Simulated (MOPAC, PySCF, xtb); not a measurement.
Complex: N2 (SMILES N#N) (first 2 atoms) with HI (SMILES I); geometry from B3LYP-D3(BJ)/def2-TZVP, rigid monomers moved along the line of their centres of mass till N2···H4 is 2.34 Å.
(charge 0, multiplicity 1):
```xyz
4

N      0.10168     0.11003    -1.00507
N      0.21014     0.11947     0.08007
I      0.48674     0.15672     4.02960
H      0.40229     0.14049     2.41673
```

Counterpoise-corrected where a basis set is named; no monomer relaxation. Rows marked so take none.

Rows in 3-21G carry no dispersion term and start afresh at each structure; the Pople sets are all-electron and without relativity. The state reached by AM1 isn't checked.

Run with MOPAC for AM1 (differences of heats of formation); PySCF for 3-21G rows; xtb for the GFN methods. Each number belongs to the level named beside it.

Question: One of these levels gives 0.93 kcal/mol for the interaction energy. Which one is it?
A. GFN-FF
B. AM1
C. B3LYP/3-21G (no counterpoise)

Answer: B, AM1. The others give -0.85 (GFN-FF), -1.80 (B3LYP/3-21G (no counterpoise))
